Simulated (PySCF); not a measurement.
Working out the ionisation energy of Hg⁺

Hg⁺ [Xe] 4f14 5d10 6s1 (2S) → Hg²⁺ [Xe] 4f14 5d10 (1S). All numbers are calculated (PySCF 2.14, scalar relativity through the core potential, in def2-QZVPPD with the def2 core potential (60 electrons)). Frozen: nothing. Energies in hartree (1 hartree = 27.21139 eV):

| part | Hg⁺ (lower) | Hg²⁺ (upper) |
| --- | --- | --- |
| UHF | -152.242343 | -151.612180 |
| MP2 opposite-spin | -0.430610 | -0.393288 |
| MP2 same-spin | -0.210685 | -0.184708 |

Q: What does Hartree-Fock give?

A: (-151.612180) − (-152.242343) = 0.630163 hartree = 17.148 eV.

Q: What do MP2 and SCS-MP2 (6/5 opposite-spin, 1/3 same-spin) give?

A: The opposite-spin parts differ by 1.016 eV and the same-spin parts by 0.707 eV. MP2: 17.148 + (1.016) + (0.707) = 18.871 eV. SCS-MP2: 17.148 + 1.2 × (1.016) + (0.707)/3 = 18.603 eV.

Measured between the centres of the two terms (NIST): 18.757 eV, so MP2 (valence and next inner shell) is off by 0.114 eV.

What remains against the reference includes basis incompleteness and correlation beyond second order.
